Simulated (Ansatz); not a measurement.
C4H10O2Sn⁺, that is SnHMe2(OAc) with one electron fewer. Charge 1, multiplicity 2. Geometry PBE-D4/def2-SVP, that of the neutral singlet; atoms count from 1.

Cartesian coordinates in Å:
```
Sn 0.1906 -1.1036 0.3872
H 0.3318 -2.3989 -0.7500
C 1.8757 -1.0743 1.7516
H 1.8043 -0.1877 2.4103
H 2.8212 -1.0243 1.1788
H 1.8763 -1.9906 2.3739
C -1.6874 -0.8833 1.4279
H -2.5175 -1.0303 0.7133
H -1.7376 0.1420 1.8440
H -1.7522 -1.6145 2.2574
O 0.6897 0.7283 -0.5848
C -0.2597 0.8851 -1.4846
C -0.1476 2.1359 -2.3272
O -1.1734 0.0571 -1.6161
H -0.9703 2.1804 -3.0615
H 0.8303 2.1497 -2.8481
H -0.1743 3.0293 -1.6720
```

In the def2 sets Sn takes a core potential; there is no spin–orbit coupling.

(1) Estimate the Mulliken populations from the PBE0/def2-TZVP orbitals of Ansatz.

(2) Where does the spin sit?

(3) And the Mayer bond orders between heavy atoms (over 0.3)?

Results:

(1) 
```tsv
atom	charge (e)	spin (α − β)
Sn1	0.76	-0.01
H2	0.06	0.02
C3	-0.53	0.28
H4	0.20	0.00
H5	0.20	0.01
H6	0.20	0.00
C7	-0.54	0.17
H8	0.21	0.00
H9	0.19	0.00
H10	0.20	0.00
O11	-0.39	0.06
C12	0.44	-0.03
C13	-0.37	0.04
O14	-0.20	0.47
H15	0.18	0.00
H16	0.19	0.00
H17	0.19	0.00
```
Mulliken values depend strongly on the basis.

(2) Summed by element: Sn -0.01, H 0.03, C 0.45, O 0.53, of 1 unpaired in all. Largest on single atoms: O14 0.47, C3 0.28, C7 0.17.

(3) Sn1–C3 0.79 (2.17 Å); Sn1–C7 0.87 (2.16 Å); Sn1–O11 0.59 (2.13 Å); O11–C12 1.36 (1.32 Å); C12–C13 1.01 (1.51 Å); C12–O14 1.53 (1.24 Å).
